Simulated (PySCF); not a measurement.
Bond length, frequency and bond energy of BTe⁺ by level of theory

State: ³Π (triplet), unpaired electrons σ ↑, π ↑. Set-up: B aug-cc-pVDZ, Te aug-cc-pVDZ-PP with ECP28; scalar-relativistic core potentials (PySCF 2.14). De refers to B⁺ + Te in their high-spin ground configurations, without counterpoise correction. The functionals are run spin-unrestricted. A positive dipole points towards Te; it is taken about the centre of mass and depends on that origin.

| Level | Re (Å) | ωe (cm⁻¹) | De (eV) | μ (D) | CPU s a point (SCF and correlation, without the integrals) |
| --- | --- | --- | --- | --- | --- |
| UHF | 2.077 | 622 | 1.73 | -3.45 | 0.14 |
| UHF-MP2 | 2.059 | 721 | 2.40 | n/a | 0.21 |
| UHF-SCS-MP2 | 2.074 | 690 | 2.18 | n/a | n/a |
| UHF-CCSD | 2.090 | 625 | 1.99 | n/a | n/a |
| UHF-CCSD(T) | 2.095 | 632 | 2.19 | n/a | 5.3 |
| PBE | 2.077 | 658 | 3.41 | -2.27 | 0.39 |
| PW91 | 2.076 | 659 | 3.45 | -2.28 | 0.3 |
| r²SCAN | 2.065 | 679 | 3.31 | -2.51 | 0.54 |
| TPSSh | 2.072 | 662 | 3.15 | -2.42 | 0.62 |
| r²SCANh | 2.061 | 682 | 3.19 | -2.57 | 0.61 |
| PBE0 | 2.061 | 678 | 3.07 | -2.49 | 0.67 |
| HSE06 | 2.063 | 676 | 3.11 | -2.47 | 0.71 |

Which functional lies closest to UHF-CCSD(T) in De, which farthest, and by how much do they differ from it?

Closest is PBE0 (-3.4 pm in Re, +7.3 % in ωe, +0.88 eV in De against UHF-CCSD(T) in the same basis), farthest PW91 (-1.9 pm in Re, +4.3 % in ωe, +1.26 eV in De). CCSD(T) converges more slowly with the basis than the functionals do and binds too weakly in this one, so the order can change at the basis-set limit.

What does a quarter of exact exchange do here, going from PBE to PBE0?

PBE0 less PBE: -1.6 pm in Re, +3.0 % in ωe, -0.34 eV in De. Exact exchange removes part of the self-interaction that spreads semilocal densities, and in most molecules shortens and stiffens the bond and lowers De; so it does here.

What does the step from GGA to meta-GGA do here, going from PBE to r²SCAN?

r²SCAN less PBE: -1.2 pm in Re, +3.2 % in ωe, -0.10 eV in De. 

Correlated steps freeze 5 core orbitals. Correlated levels converge slowly with the basis: in double zeta they bind strong bonds too weakly, by up to about 1 eV, and carry superposition errors of some tenths. These are scalar-relativistic numbers at best; spin–orbit coupling would shift them, the dissociation energy most. For an ion De counts to the pair picked by the measured ionisation energies or electron affinities, which need not be the lowest pair at this level. The state was picked by a PBE0 search and need not be the measured ground state.

The whole job (state search and all levels along the bond) took about 2 min on 1 thread of Intel Xeon 6975P-C (shared host), peak memory 0.74 GiB.
